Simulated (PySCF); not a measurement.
# Reading the logs of faulty runs: CGe2H6O

Calculated results; nothing here was measured. The program is PySCF 2.14.0, an open-source quantum chemistry code, run on an isolated molecule that a program drew, which may never have been made. The molecule is CGe2H6O (charge 0, singlet), drawn as the SMILES string `O[CH]([GeH])[GeH3]`.

Each row is a Hartree-Fock (HF) and frozen-core CCSD(T) single point in the cc-pVDZ basis, meant for a local HF minimum. Run 1 is clean. Each other run has one planted mistake out of seven kinds, and not every kind appears here: one electron removed, one electron added, multiplicity raised by two, geometry at a saddle point, minimal basis STO-3G, one bond length entered in bohr, all coordinates scaled. The reference is restricted for singlets and unrestricted otherwise, and also for a bond in bohr. Adding or removing an electron swaps singlet and doublet. Electrons count all cores. HOMO and LUMO are orbital energies over both spins, the gradient is its largest component, and the lowest frequency (negative if imaginary) is given only where the gradient is small. Bond lengths are over the 9 bonds as drawn. T1 is the CCSD diagnostic: over 0.02 (restricted) or 0.045 (unrestricted) a single reference is doubtful. Germanium has the cc-pVDZ-PP basis, with a core potential (ECP10MDF) in place of its 10 inner electrons, and its 3s, 3p and 3d shells are frozen in CCSD(T).

Geometry of the clean run:
```xyz
10
CGe2H6O, angstrom
O     0.0101    0.0743   -2.4965
C    -0.4554   -0.7811   -1.4654
Ge   -0.0733    0.1030    0.2870
Ge   -2.3901   -1.1926   -1.6992
H    -0.0878   -0.3491   -3.3370
H     0.0782   -1.7433   -1.4673
H    -0.6463   -1.1229    1.1275
H    -2.7773   -2.4850   -0.9752
H    -2.6609   -1.3403   -3.2047
H    -3.2612   -0.0443   -1.1683
```

```
run  electrons  basis functions  <S^2>  HOMO (eV)  LUMO (eV)  gradient (hartree/bohr)  lowest frequency (cm^-1)  mean bond (Å)  longest bond (Å)      T1  HF (hartree)  CCSD(T) (hartree)                          mistake
  1         84              104  0.000      -8.74       0.56                  2.4e-05                        82         1.5170             2.000  0.0129    -702.91305         -703.49024                         no fault
  2         84              104  0.955      -8.79       0.56                  7.6e-03                         -         1.6684             2.893  0.0476    -702.80957         -703.37468  one bond length entered in bohr
  3         84              104  0.000      -8.49       0.95                  1.5e-01                         -         1.3699             1.806  0.0123    -702.80577         -703.36731           all coordinates scaled
  4         84              104  2.007      -7.57      -0.24                  3.5e-02                         -         1.5170             2.000  0.0153    -702.87217         -703.43231       multiplicity raised by two
  5         83              104  0.787     -15.67      -6.71                  4.4e-02                         -         1.5170             2.000  0.0244    -702.62955         -703.18310             one electron removed
  6         85              104  0.764      -0.95       7.59                  2.0e-02                         -         1.5170             2.000  0.0134    -702.91941         -703.50560                                ?
```

**Which mistake was planted in run 6, and what did it cost?**

It counts 85 electrons, one more than the clean run, at the same geometry and basis. So the mistake is: one electron added. Subtracting run 1 and multiplying by 627.51 kcal/mol a hartree, the energy moved by -4.0 kcal/mol in HF and -9.6 kcal/mol in CCSD(T).

Cautions from the logs. Run 2: T1 is over the limit, so its CCSD(T) energy is less reliable.
